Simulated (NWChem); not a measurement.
System: C₂H₅ClSi₂; SMILES [SiH3]C#C[SiH2]Cl

NWChem printed, in part:

```
             Northwest Computational Chemistry Package (NWChem) 7.3.0
             --------------------------------------------------------

                             Geometry "geometry" -> ""
                             -------------------------

 Output coordinates in angstroms (scale by  1.889725989 to convert to a.u.)

  No.       Tag          Charge          X              Y              Z
 ---- ---------------- ---------- -------------- -------------- --------------
    1 Si                  14.0000     3.27258100     0.16802200    -0.16296700
    2 C                    6.0000     1.44940300    -0.01183400    -0.33451300
    3 C                    6.0000     0.23539000    -0.12960500    -0.44420100
    4 Si                  14.0000    -1.57518000    -0.31190600    -0.62952200
    5 Cl                  17.0000    -2.51000900     0.20755300     1.13817900
    6 H                    1.0000     3.59286200     1.57606200     0.20675300
    7 H                    1.0000     3.75773800    -0.75754300     0.89980100
    8 H                    1.0000     3.91847200    -0.17233500    -1.46276800
    9 H                    1.0000    -1.90215100    -1.72803400    -0.93900600
   10 H                    1.0000    -2.05852500     0.59446600    -1.70345400

 Effective nuclear repulsion energy (a.u.)     279.4230220266

                              NWChem Property Module
                              ----------------------

  itol2e modified to match energy
  convergence criterion.

                                 NWChem DFT Module
                                 -----------------

 Summary of "ao basis" -> "ao basis" (spherical)
 ------------------------------------------------------------------------------
       Tag                 Description            Shells   Functions and Types
 ---------------- ------------------------------  ------  ---------------------
 Si                         pcsseg-1                10       24   4s5p1d
 C                          pcsseg-1                 7       17   3s3p1d
 Cl                         pcsseg-1                10       24   4s5p1d
 H                          pcsseg-1                 3        5   2s1p

  itol2e modified to match energy
  convergence criterion.

            General Information
            -------------------
          SCF calculation type: DFT
          Wavefunction type:  closed shell.
          No. of atoms     :    10
          No. of electrons :    62
           Alpha electrons :    31
            Beta electrons :    31
          Charge           :     0
          Spin multiplicity:     1
          Use of symmetry is: off; symmetry adaption is: off
          Maximum number of iterations: 150
          AO basis - number of functions:   131
                     number of shells:    59
          Convergence on energy requested:  1.00D-07
          Convergence on density requested:  1.00D-05
          Convergence on gradient requested:  5.00D-04

              XC Information
              --------------
                         PBE0 Method XC Functional
                     Hartree-Fock (Exact) Exchange  0.250
          PerdewBurkeErnzerhof Exchange Functional  0.750
            Perdew 1991 LDA Correlation Functional  1.000 local
           PerdewBurkeErnz. Correlation Functional  1.000 non-local

             Grid Information
             ----------------
          Grid used for XC integration:  fine
          Radial quadrature: Mura-Knowles
          Angular quadrature: Lebedev.
          Tag              B.-S. Rad. Rad. Pts. Rad. Cut. Ang. Pts.
          ---              ---------- --------- --------- ---------
          Si                  1.10      123          14.0       770
          C                   0.70       70          11.0       590
          Cl                  1.00      123          16.0       770
          H                   0.35       60          15.0       590
          Grid pruning is: on
          Number of quadrature shells:   809
          Spatial weights used:  Erf1

      Superposition of Atomic Density Guess
      -------------------------------------

 Sum of atomic energies:       -1114.86725357

      Non-variational initial energy
      ------------------------------

 Total energy =   -1116.691845
 1-e energy   =   -2095.100202
 2-e energy   =     698.985335
 HOMO         =      -0.341107
 LUMO         =      -0.027265

   convergence    iter        energy       DeltaE   RMS-Dens  Diis-err
 ---------------- ----- ----------------- --------- --------- ---------
 d= 0,ls=0.0,diis     1  -1117.7845326800 -1.40D+03  7.04D-03  7.76D-01
 d= 0,ls=0.0,diis     2  -1117.8213155448 -3.68D-02  4.39D-03  2.01D-01
 d= 0,ls=0.0,diis     3  -1117.8420468022 -2.07D-02  1.53D-03  6.52D-02
 d= 0,ls=0.0,diis     4  -1117.8482745364 -6.23D-03  5.36D-04  1.80D-02
 d= 0,ls=0.0,diis     5  -1117.8505463912 -2.27D-03  1.18D-04  4.70D-04
  Resetting Diis
 d= 0,ls=0.0,diis     6  -1117.8506054410 -5.90D-05  3.02D-05  1.03D-05
 d= 0,ls=0.0,diis     7  -1117.8506066456 -1.20D-06  8.17D-06  3.76D-07
 d= 0,ls=0.0,diis     8  -1117.8506066465 -8.92D-10  4.68D-06  3.70D-07

         Total DFT energy =    -1117.850606646480
      One electron energy =    -2099.116764357856
           Coulomb energy =      784.068536376335
    Exchange-Corr. energy =      -82.225400691519
 Nuclear repulsion energy =      279.423022026560

 Numeric. integr. density =       61.999998266195

                       DFT Final Molecular Orbital Analysis
                       ------------------------------------

 Vector   29  Occ=2.000000D+00  E=-3.377105D-01
              MO Center= -2.1D+00,  5.5D-02,  5.8D-01, r^2= 3.6D+00
   Bfn.  Coefficient  Atom+Function         Bfn.  Coefficient  Atom+Function
  ----- ------------  ---------------      ----- ------------  ---------------
    97      0.479695   5 Cl py              100      0.408080   5 Cl py
   122      0.160726   9 H  s               127     -0.160863  10 H  s
    98     -0.158190   5 Cl pz              123      0.141109   9 H  s
   128     -0.141117  10 H  s               101     -0.134572   5 Cl pz
    88     -0.124750   5 Cl py               91     -0.124658   5 Cl py

 Vector   30  Occ=2.000000D+00  E=-3.128228D-01
              MO Center=  8.7D-01, -3.9D-02, -3.2D-01, r^2= 3.6D+00
   Bfn.  Coefficient  Atom+Function         Bfn.  Coefficient  Atom+Function
  ----- ------------  ---------------      ----- ------------  ---------------
    50      0.286502   3 C  pz               33      0.276777   2 C  pz
    53      0.212710   3 C  pz               36      0.210540   2 C  pz
    96     -0.169045   5 Cl px              117      0.155723   8 H  s
    99     -0.142483   5 Cl px               47      0.133112   3 C  pz
    30      0.129376   2 C  pz              118      0.117299   8 H  s

 Vector   31  Occ=2.000000D+00  E=-3.093936D-01
              MO Center=  7.1D-01, -8.0D-02, -3.7D-01, r^2= 3.9D+00
   Bfn.  Coefficient  Atom+Function         Bfn.  Coefficient  Atom+Function
  ----- ------------  ---------------      ----- ------------  ---------------
    32      0.273977   2 C  py               49      0.274807   3 C  py
    35      0.212921   2 C  py               52      0.208863   3 C  py
   122      0.145689   9 H  s               127     -0.145631  10 H  s
   112      0.131954   7 H  s                29      0.128267   2 C  py
    46      0.128103   3 C  py              107     -0.127668   6 H  s

[...]

          -----------------------------------------
          Chemical Shielding Tensors (GIAO, in ppm)
          -----------------------------------------

                                NWChem CPHF Module
                                ------------------

  scftype          =     RHF
  nclosed          =       31
  nopen            =        0
  variables        =     3100
  # of vectors     =        3
  tolerance        = 0.10D-03
  level shift      = 0.00D+00
  max iterations   =       50
  max subspace     =       30

 SCF residual:    1.2910396355405912E-004

Iterative solution of linear equations
  No. of variables     3100
  No. of equations        3
  Maximum subspace       30
        Iterations       50
       Convergence  1.0D-04

   iter   nsub   residual    time
   ----  ------  --------  ---------
     1      3    5.71D-01      46.1
     2      6    2.59D-02      50.2
     3      9    2.08D-03      54.4
     4     12    1.51D-04      58.7
     5     15    1.31D-05      62.9

      Atom:    1  Si
        Diamagnetic
    885.5388      0.4813      0.3419
      0.4813    880.1247      0.0679
      0.3419      0.0679    880.2048

        Paramagnetic
   -426.2269      1.2366      1.2196
      1.2366   -438.8506     -0.2315
      1.2196     -0.2315   -439.9599

        Total Shielding Tensor
    459.3119      1.7179      1.5615
      1.7179    441.2741     -0.1636
      1.5615     -0.1636    440.2449

           isotropic =     446.9437
          anisotropy =      18.9793

          Principal Components and Axis System
                 1           2           3
              459.5965    441.2003    440.0341

      1         0.9926     -0.0673     -0.1014
      2         0.0924      0.9593      0.2670
      3         0.0793     -0.2743      0.9584

      Atom:    2  C
        Diamagnetic
    287.7337      4.2407      4.4192
      4.2407    246.9353      0.6637
      4.4192      0.6637    247.5429

        Paramagnetic
    -39.4692     21.1405     17.2886
     21.1405   -267.9466      0.6566
     17.2886      0.6566   -271.0721

        Total Shielding Tensor
    248.2645     25.3811     21.7079
     25.3811    -21.0113      1.3203
     21.7079      1.3203    -23.5292

           isotropic =      67.9080
          anisotropy =     276.6609

          Principal Components and Axis System
                 1           2           3
              252.3486    -25.4776    -23.1470

      1         0.9926     -0.1037     -0.0631
      2         0.0925      0.3097      0.9463
      3         0.0785      0.9452     -0.3170

      Atom:    3  C
        Diamagnetic
    288.3909      4.0056      3.7078
      4.0056    247.5028      0.8350
      3.7078      0.8350    248.7364

        Paramagnetic
    -28.8160     24.1249     21.5287
     24.1249   -278.5282      4.5049
     21.5287      4.5049   -272.3911

        Total Shielding Tensor
    259.5749     28.1305     25.2364
     28.1305    -31.0254      5.3398
     25.2364      5.3398    -23.6548

           isotropic =      68.2983
          anisotropy =     294.3815

          Principal Components and Axis System
                 1           2           3
              264.5526    -34.6815    -24.9763

      1         0.9914     -0.0637     -0.1140
      2         0.0960      0.9476      0.3047
      3         0.0886     -0.3130      0.9456

      Atom:    4  Si
        Diamagnetic
    882.9379     -0.7362     -3.6854
     -0.7362    876.5815      2.3928
     -3.6854      2.3928    883.8605

        Paramagnetic
   -503.8204     -8.1213    -24.2949
     -8.1213   -497.3742     12.9952
    -24.2949     12.9952   -456.5739

        Total Shielding Tensor
    379.1175     -8.8575    -27.9803
     -8.8575    379.2073     15.3879
    -27.9803     15.3879    427.2866

           isotropic =     395.2038
          anisotropy =      74.5176

          Principal Components and Axis System
                 1           2           3
              444.8822    374.7426    365.9866

      1        -0.4075     -0.0598      0.9113
      2         0.2601      0.9489      0.1786
      3         0.8754     -0.3097      0.3711

      Atom:    5  Cl
        Diamagnetic
   1149.1095     -0.9936     -3.8687
     -0.9936   1145.4721      1.8483
     -3.8687      1.8483   1151.3287

        Paramagnetic
   -117.3857      5.3873     -7.9996
      5.3873   -227.7348     25.4844
     -7.9996     25.4844   -157.2739

        Total Shielding Tensor
   1031.7238      4.3937    -11.8683
      4.3937    917.7372     27.3327
    -11.8683     27.3327    994.0549

           isotropic =     981.1719
          anisotropy =      81.1374

          Principal Components and Axis System
                 1           2           3
             1035.2636    999.7936    908.4587

      1         0.9543      0.2920     -0.0638
      2        -0.0334      0.3163      0.9481
      3        -0.2970      0.9026     -0.3116

      Atom:    6  H
        Diamagnetic
     26.6657      4.0829      1.1201
      4.0829     34.8697      3.2246
      1.1201      3.2246     23.8204

        Paramagnetic
      0.2493     -1.6363     -0.3796
     -1.6363     -4.7863     -1.5185
     -0.3796     -1.5185      0.3191

        Total Shielding Tensor
     26.9150      2.4466      0.7405
      2.4466     30.0833      1.7061
      0.7405      1.7061     24.1395

           isotropic =      27.0459
          anisotropy =       7.2191

          Principal Components and Axis System
                 1           2           3
               31.8587     25.5977     23.6814

      1         0.4592      0.8876     -0.0373
      2         0.8571     -0.4537     -0.2440
      3         0.2335     -0.0800      0.9691

      Atom:    7  H
        Diamagnetic
     27.7248     -3.1909      4.0657
     -3.1909     27.8512     -5.7683
      4.0657     -5.7683     29.7844

        Paramagnetic
     -0.2077      1.5020     -1.6797
      1.5020     -1.5276      2.7044
     -1.6797      2.7044     -2.4745

        Total Shielding Tensor
     27.5170     -1.6889      2.3860
     -1.6889     26.3236     -3.0639
      2.3860     -3.0639     27.3099

           isotropic =      27.0502
          anisotropy =       7.2310

          Principal Components and Axis System
                 1           2           3
               31.8709     25.5940     23.6857

      1         0.5565     -0.8241     -0.1052
      2        -0.5251     -0.4470      0.7242
      3         0.6439      0.3478      0.6815

      Atom:    8  H
        Diamagnetic
     28.9515     -1.3119     -5.8475
     -1.3119     23.5510      2.5231
     -5.8475      2.5231     32.7744

        Paramagnetic
     -0.7538      0.6902      2.7086
      0.6902      0.5630     -1.1996
      2.7086     -1.1996     -3.8075

        Total Shielding Tensor
     28.1978     -0.6217     -3.1389
     -0.6217     24.1140      1.3235
     -3.1389      1.3235     28.9670

           isotropic =      27.0929
          anisotropy =       7.3537

          Principal Components and Axis System
                 1           2           3
               31.9954     25.5184     23.7649

      1        -0.6441      0.7620     -0.0666
      2         0.1758      0.2323      0.9566
      3         0.7445      0.6045     -0.2836

      Atom:    9  H
        Diamagnetic
     24.5292      3.4689      0.3149
      3.4689     35.3318      5.0841
      0.3149      5.0841     24.2643

        Paramagnetic
      0.0276     -1.9045     -0.5311
     -1.9045     -6.0764     -1.5631
     -0.5311     -1.5631      0.2872

        Total Shielding Tensor
     24.5567      1.5644     -0.2162
      1.5644     29.2554      3.5210
     -0.2162      3.5210     24.5515

           isotropic =      26.1212
          anisotropy =       7.8889

          Principal Components and Axis System
                 1           2           3
               31.3805     24.7219     22.2612

      1         0.1866      0.8965      0.4017
      2         0.8756      0.0337     -0.4819
      3         0.4455     -0.4417      0.7787
```

Level: PBE0/pcSseg-1, GIAO. The geometry was optimised at PBE0/def2-SVP. NWChem prints the field gradient with the sign opposite to the second derivative of the potential. The printed shielding anisotropy is the first printed principal value minus the mean of the other two.

Question: Reconstruct the input file.

Answer: This is not unique; one that fits is the input that was run:
```
start job
memory heap 200 mb stack 900 mb global 1100 mb
geometry units angstroms noautosym nocenter noautoz
  Si     3.272581     0.168022    -0.162967
  C      1.449403    -0.011834    -0.334513
  C      0.235390    -0.129605    -0.444201
  Si    -1.575180    -0.311906    -0.629522
  Cl    -2.510009     0.207553     1.138179
  H      3.592862     1.576062     0.206753
  H      3.757738    -0.757543     0.899801
  H      3.918472    -0.172335    -1.462768
  H     -1.902151    -1.728034    -0.939006
  H     -2.058525     0.594466    -1.703454
end
basis spherical
  * library pcsseg-1
end
dft
  xc pbe0
  iterations 150
end
property
  shielding 9 1 2 3 4 5 6 7 8 9
  efieldgrad
end
task dft property
```
